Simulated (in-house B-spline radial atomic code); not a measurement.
RPA and G0W0 for V VI (V5+), [Ne] 3s2 3p6, as one setting changes: the share of exact exchange in the PBE hybrid start. A dash marks a level of low quasi-particle weight. Computed with an all-electron radial atomic-structure program (B-spline basis): all electrons, scalar-relativistic (spin-free one-electron X2C), finite nucleus, each spin shell either full or empty, empty states to l = 9 with an (l + 1/2)⁻⁴ tail; G0W0 by contour deformation at full frequency.

```json
{"share of exact exchange in the PBE hybrid start": "0", "mean-field level (eV)": "-117.41", "G0W0 level (eV)": "3p -128.41", "RPA correlation (Eh)": "-1.233"}
{"share of exact exchange in the PBE hybrid start": "0.1", "mean-field level (eV)": "-118.65", "G0W0 level (eV)": "3p -128.49", "RPA correlation (Eh)": "-1.2161"}
{"share of exact exchange in the PBE hybrid start": "0.2", "mean-field level (eV)": "-119.90", "G0W0 level (eV)": "3p -128.56", "RPA correlation (Eh)": "-1.2"}
{"share of exact exchange in the PBE hybrid start": "0.3", "mean-field level (eV)": "-121.14", "G0W0 level (eV)": "3p -128.62", "RPA correlation (Eh)": "-1.1848"}
{"share of exact exchange in the PBE hybrid start": "0.4", "mean-field level (eV)": "?", "G0W0 level (eV)": "?", "RPA correlation (Eh)": "?"}
{"share of exact exchange in the PBE hybrid start": "0.5", "mean-field level (eV)": "-123.63", "G0W0 level (eV)": "3p -128.72", "RPA correlation (Eh)": "-1.1564"}
{"share of exact exchange in the PBE hybrid start": "0.6", "mean-field level (eV)": "-124.87", "G0W0 level (eV)": "3p -128.77", "RPA correlation (Eh)": "-1.1432"}
{"share of exact exchange in the PBE hybrid start": "0.7", "mean-field level (eV)": "?", "G0W0 level (eV)": "?", "RPA correlation (Eh)": "?"}
{"share of exact exchange in the PBE hybrid start": "0.8", "mean-field level (eV)": "-127.36", "G0W0 level (eV)": "3p -128.85", "RPA correlation (Eh)": "-1.1182"}
{"share of exact exchange in the PBE hybrid start": "0.9", "mean-field level (eV)": "-128.61", "G0W0 level (eV)": "3p -128.88", "RPA correlation (Eh)": "-1.1064"}
{"share of exact exchange in the PBE hybrid start": "1", "mean-field level (eV)": "-129.85", "G0W0 level (eV)": "3p -128.91", "RPA correlation (Eh)": "-1.0951"}
```

What belongs in the row for 0.4?

mean-field level (eV): -122.39; G0W0 level (eV): 3p -128.67; RPA correlation (Eh): -1.1703.

What belongs in the row for 0.7?

mean-field level (eV): -126.12; G0W0 level (eV): 3p -128.81; RPA correlation (Eh): -1.1304.

At what share of exact exchange does G0W0 leave the highest level unchanged?

Near 0.92, where the shift changes sign (-0.276 eV at 0.9, +0.936 eV at 1).
